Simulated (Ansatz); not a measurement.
Gas-phase electronic energies from Ansatz, PBE0-D4/def2-TZVP geometries. CCSD(T)/CBS adds triple-zeta CCSD(T) − MP2 to the extrapolated MP2 energy (def2 sets, frozen cores). Functionals use def2-TZVPP. Each species was taken in one conformer, which may not be the lowest.

`C[SiH](O)[Si](O)(F)F` + CH₃NH₂ → `CN[SiH](C)O` + `O[SiH](F)F`  (cleavage of the Si–Si bond)

```tsv
level	ΔE (eV)
ωB97X-V	-0.84
PBE0	-0.76
```

(1) What does CCSD(T)/CBS give? (Estimate.)

Largest T1 diagnostic among the species: 0.012.

Results:

(1) Ansatz gave: -0.91 eV. The listed levels differ from it by 0.07, 0.15 eV.

From PBE to PBE0 (25 % exact exchange), in def2-TZVPP and without D4, ΔE moves by −0.09 eV.
